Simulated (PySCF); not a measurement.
**Radial density of Br⁺ (bromine, charge +1)**

B97-3, [Ar] 3d10 4s2 4p3 4d1, high-spin 5D determinant (an excited configuration). Calculation: PySCF 2.14, in aug-cc-pV5Z-PP with ECP10MDF (8s7p6d4f3g2h, 136 functions); scalar relativity through the core potential. This is the valence pseudo-density: the core potential removes the inner electrons and smooths the orbitals near the nucleus.

```csv
r (bohr),4πr²ρ (e/bohr),4πr²(ρα − ρβ)
0.000601,2.825e-05,0.0000
0.00101,7.890e-05,0.0000
0.00170,0.0002164,0.0000
0.00286,0.0005766,0.0000
0.00481,0.001485,0.0000
0.00809,0.003586,0.0000
0.0136,0.007869,0.0000
0.0229,0.01517,0.0000
0.0385,0.02975,0.0001
0.0647,0.1262,0.0006
0.109,1.015,0.0048
0.183,6.270,0.0463
0.308,23.52,0.3107
0.518,33.07,0.2661
0.872,10.51,0.2454
1.47,4.194,2.0811
2.47,1.647,1.2519
4.15,0.2396,0.2321
6.98,0.01872,0.0187
```

Energies and moments cover only the electrons outside the core potential. The outer electron is Rydberg-like, and this basis confines it to a smaller radius and binds it less than a complete one would.
